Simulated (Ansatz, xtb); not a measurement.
**BH6OPSi: which of two isomers lies lower**

We compare I, `[SiH3]OBP`, a singlet, with II, `BO[SiH2]P`, a singlet. Both are isolated molecules in the gas phase, relaxed with PBE0-D3(BJ)/def2-SVP; the shapes shown needn't be the lowest conformers.

I (Å):

```yaml
atoms:
  - { symbol: B, position_ang: [0.3734, 0.5049, -0.9968] }
  - { symbol: O, position_ang: [0.6648, 1.0274, -2.2072] }
  - { symbol: P, position_ang: [-1.1331, 1.0557, 0.0749] }
  - { symbol: Si, position_ang: [0.0180, 2.2848, -3.1187] }
  - { symbol: H, position_ang: [0.4668, 3.5864, -2.5476] }
  - { symbol: H, position_ang: [-1.4718, 2.2041, -3.0956] }
  - { symbol: H, position_ang: [0.5277, 2.1226, -4.5049] }
  - { symbol: H, position_ang: [1.0388, -0.4322, -0.6093] }
  - { symbol: H, position_ang: [-0.4549, 1.0389, 1.3258] }
  - { symbol: H, position_ang: [-1.0634, 2.4666, -0.1291] }
```

II (Å):

```xyz
10

B     1.0609    2.4603   -2.9658
O     0.4089    2.0124   -1.8748
P     1.5210    0.8653    0.8866
Si    0.4390    0.5362   -1.0642
H     0.8730    3.6059   -3.3092
H     1.8092    1.7214   -3.5773
H    -0.9789    0.1089   -0.9062
H     1.1970   -0.4710   -1.8657
H     1.2189   -0.4618    1.3280
H     0.3819    1.4374    1.5313
```

Quicker runs give these differences E(II) − E(I): GFN2-xTB −0.18 kcal/mol; HF/STO-3G −0.12 kcal/mol (at GFN2-xTB geometries); r2SCAN-D4/def2-SVP +0.61 kcal/mol (at GFN2-xTB geometries).

Task: Estimate which is lower in electronic energy at CCSD(T)/def2-SVP + ΔMP2/def2-TZVPP, and by roughly how much.

Result: Too close to call at this level: CCSD(T)/def2-SVP + ΔMP2/def2-TZVPP gives E(II) − E(I) = −0.92 kcal/mol.

Level by level:

```json
{"level": "GFN2-xTB", "geometry": "GFN2-xTB", "E(II) − E(I) (kcal/mol)": "−0.18", "departure from the last row (kcal/mol)": "+0.74", "job, with rough time for the two": "optimisation, 0.62 s"}
{"level": "HF/STO-3G", "geometry": "GFN2-xTB", "E(II) − E(I) (kcal/mol)": "−0.12", "departure from the last row (kcal/mol)": "+0.79", "job, with rough time for the two": "single point, 0.72 s"}
{"level": "r2SCAN-D4/def2-SVP", "geometry": "GFN2-xTB", "E(II) − E(I) (kcal/mol)": "+0.61", "departure from the last row (kcal/mol)": "+1.53", "job, with rough time for the two": "single point, 4.2 s"}
{"level": "PBE0-D3(BJ)/def2-SVP", "geometry": "PBE0-D3(BJ)/def2-SVP", "E(II) − E(I) (kcal/mol)": "−0.04", "departure from the last row (kcal/mol)": "+0.88", "job, with rough time for the two": "optimisation, 2.6 min"}
{"level": "HF/def2-SVP", "geometry": "PBE0-D3(BJ)/def2-SVP", "E(II) − E(I) (kcal/mol)": "−0.60", "departure from the last row (kcal/mol)": "+0.32", "job, with rough time for the two": "part of the CCSD(T) run"}
{"level": "MP2/def2-SVP", "geometry": "PBE0-D3(BJ)/def2-SVP", "E(II) − E(I) (kcal/mol)": "+0.51", "departure from the last row (kcal/mol)": "+1.43", "job, with rough time for the two": "part of the CCSD(T) run"}
{"level": "CCSD(T)/def2-SVP", "geometry": "PBE0-D3(BJ)/def2-SVP", "E(II) − E(I) (kcal/mol)": "+0.67", "departure from the last row (kcal/mol)": "+1.58", "job, with rough time for the two": "single point"}
{"level": "CCSD(T)/def2-SVP + ΔMP2/def2-TZVPP", "geometry": "PBE0-D3(BJ)/def2-SVP", "E(II) − E(I) (kcal/mol)": "−0.92", "departure from the last row (kcal/mol)": "", "job, with rough time for the two": "single point, 31 s"}
```

As drawn, II has 1 P–Si, 1 B–H in place of 1 B–P, 1 Si–H.

The largest departure from CCSD(T)/def2-SVP + ΔMP2/def2-TZVPP is that of CCSD(T)/def2-SVP, 1.58 kcal/mol. The last row adds to CCSD(T) the change of the MP2 difference between the two basis sets, here −1.58 kcal/mol.

With harmonic frequencies from PBE0-D3(BJ)/def2-SVP (ideal gas, rigid rotor, one conformer each, 298.15 K, 1 atm): on the last row, ΔE + ΔZPE = −0.65 kcal/mol. A mode under 50 cm⁻¹ makes harmonic enthalpies and free energies unreliable, so none is given.

The correlated steps freeze 12 core orbitals. Codes used: Ansatz 0.2.0, xtb 6.7.1; the last row on 2 threads of AMD EPYC (Zen 3) on a shared host.
